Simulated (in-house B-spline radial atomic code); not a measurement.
Inner levels of ytterbium as electrons are removed. A shift is the extra binding of the orbital against the neutral atom ([Xe] 4f14 6s2). The density at the nucleus is averaged over the nuclear charge. Computed with a B-spline radial code for spherical atoms: Dirac-Hartree-Fock, jj configuration that fills j = l - 1/2 first, finite nuclei.

A number in brackets counts the electrons of a j subshell.

```
  ion                                      configuration  shift of 3d3/2 (eV)  shift of 4s1/2 (eV)  shift of 2p1/2 (eV)  radius of 3d3/2 (bohr)  radius of 4s1/2 (bohr)  radius of 2p1/2 (bohr)  Σ<r²> (bohr²)  change of density at nucleus (bohr⁻³)
   Yb                                      [Xe] 4f14 6s2                    0                    0                    0                 0.19348                 0.48859                0.068804         76.858                                      -
  Yb+                                      [Xe] 4f14 6s1               6.4658                6.455               6.4809                 0.19348                 0.48861                0.068804         51.564                                -17.661
 Yb2+                                          [Xe] 4f14                14.27               14.235               14.318                 0.19348                 0.48864                0.068804           35.4                                -53.485
 Yb3+                             [Xe] 4f5/2(6) 4f7/2(7)               35.379                35.05               34.379                 0.19353                 0.48811                0.068806         32.035                                  0.366
 Yb4+                             [Xe] 4f5/2(6) 4f7/2(6)               59.503               58.555               57.264                 0.19358                 0.48738                0.068808         29.372                                 66.742
 Yb5+  [Kr] 4d10 4f5/2(6) 4f7/2(6) 5s2 5p1/2(2) 5p3/2(3)               77.303               76.201               75.481                 0.19357                 0.48745                0.068807         26.508                                 106.05
 Yb6+  [Kr] 4d10 4f5/2(6) 4f7/2(6) 5s2 5p1/2(2) 5p3/2(2)               95.951                94.63               94.602                 0.19356                  0.4875                0.068805         23.898                                  148.2
 Yb7+  [Kr] 4d10 4f5/2(6) 4f7/2(6) 5s2 5p1/2(2) 5p3/2(1)               115.41                113.8               114.59                 0.19355                 0.48754                0.068803         21.497                                 193.15
 Yb8+           [Kr] 4d10 4f5/2(6) 4f7/2(6) 5s2 5p1/2(2)               135.64               133.66                135.4                 0.19354                 0.48757                0.068802         19.274                                 240.83
 Yb9+           [Kr] 4d10 4f5/2(6) 4f7/2(6) 5s2 5p1/2(1)               157.26               154.94               157.58                 0.19353                 0.48752                0.068801          17.34                                 263.07
Yb10+                    [Kr] 4d10 4f5/2(6) 4f7/2(6) 5s2               179.66               176.91               180.59                 0.19351                 0.48744                  0.0688         15.534                                 285.47
Yb11+                    [Kr] 4d10 4f5/2(6) 4f7/2(5) 5s2               213.11               208.59               212.79                 0.19355                  0.4862                0.068803         14.485                                 380.74
Yb12+                    [Kr] 4d10 4f5/2(6) 4f7/2(4) 5s2               248.59               241.82               246.92                 0.19358                 0.48478                0.068806         13.549                                 484.19
Yb13+                    [Kr] 4d10 4f5/2(6) 4f7/2(4) 5s1               274.61                266.5               273.69                 0.19356                 0.48524                0.068804         12.167                                -146.78
Yb14+                        [Kr] 4d10 4f5/2(6) 4f7/2(4)               301.29                291.7               301.17                 0.19353                 0.48519                0.068801          10.85                                -821.43
Yb15+                        [Kr] 4d10 4f5/2(6) 4f7/2(3)               340.55               327.83               339.04                 0.19355                 0.48352                0.068804         10.141                                -779.22
Yb16+                        [Kr] 4d10 4f5/2(6) 4f7/2(2)               381.64               365.24               378.66                 0.19356                 0.48171                0.068808         9.4948                                -731.05
```
